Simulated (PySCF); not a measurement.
# Reading the logs of faulty runs: B2FH4Si cation

These are calculations, not measurements. They come from PySCF 2.14.0, an open-source quantum chemistry program, on an isolated molecule that a program drew, which may never have been made. The molecule is B2FH4Si cation (charge +1, singlet), drawn as the SMILES string `[BH+]B[SiH2]F`.

Each row is a Hartree-Fock (HF) and frozen-core CCSD(T) single point in the cc-pV(D+d)Z basis, meant for a local HF minimum. Run 1 is clean. Each other run has one planted mistake out of seven kinds, and not every kind appears here: one electron removed, one electron added, multiplicity raised by two, geometry at a saddle point, minimal basis STO-3G, one bond length entered in bohr, all coordinates scaled. The reference is restricted for singlets and unrestricted otherwise, and also for a bond in bohr. Adding or removing an electron swaps singlet and doublet. Electrons count all cores. HOMO and LUMO are orbital energies over both spins, the gradient is its largest component, and the lowest frequency (negative if imaginary) is given only where the gradient is small. Bond lengths are over the 7 bonds as drawn. T1 is the CCSD diagnostic: over 0.02 (restricted) or 0.045 (unrestricted) a single reference is doubtful.

Geometry of the clean run:
```xyz
8
B2FH4Si cation, angstrom
B    -1.4034    0.1537   -1.3522
B    -0.0316    0.0198   -0.3445
Si    1.3705    1.4822   -0.7453
F     0.6313    2.2894   -1.9444
H    -2.3076    0.3231   -2.0895
H     0.0233   -0.8482    0.4671
H     1.5245    2.3508    0.4246
H     2.6011    0.8610   -1.2419
```

```
run  electrons  basis functions  <S^2>  HOMO (eV)  LUMO (eV)  gradient (hartree/bohr)  lowest frequency (cm^-1)  mean bond (Å)  longest bond (Å)      T1  HF (hartree)  CCSD(T) (hartree)                          mistake
  1         36               85  0.000     -16.84      -6.68                  1.9e-05                        74         1.5279             2.065  0.0161    -439.76276         -440.22627                         no fault
  2         36               85  0.703     -16.86      -6.92                  2.8e-02                         -         1.6777             2.228  0.0635    -439.63133         -440.09807  one bond length entered in bohr
  3         36               28  0.000     -14.70      -4.31                  1.8e-02                         -         1.5279             2.065  0.0173    -434.40277         -434.56002             minimal basis STO-3G
  4         35               85  0.767     -23.87     -14.52                  8.8e-02                         -         1.5279             2.065  0.0266    -439.18786         -439.63031                                ?
```

**Which mistake was planted in run 4, and what did it cost?**

It counts 35 electrons, one fewer than the clean run, at the same geometry and basis. So the mistake is: one electron removed. Subtracting run 1 and multiplying by 627.51 kcal/mol a hartree, the energy moved by 360.8 kcal/mol in HF and 374.0 kcal/mol in CCSD(T).

Cautions from the logs. Run 2: T1 is over the limit, so its CCSD(T) energy is less reliable.
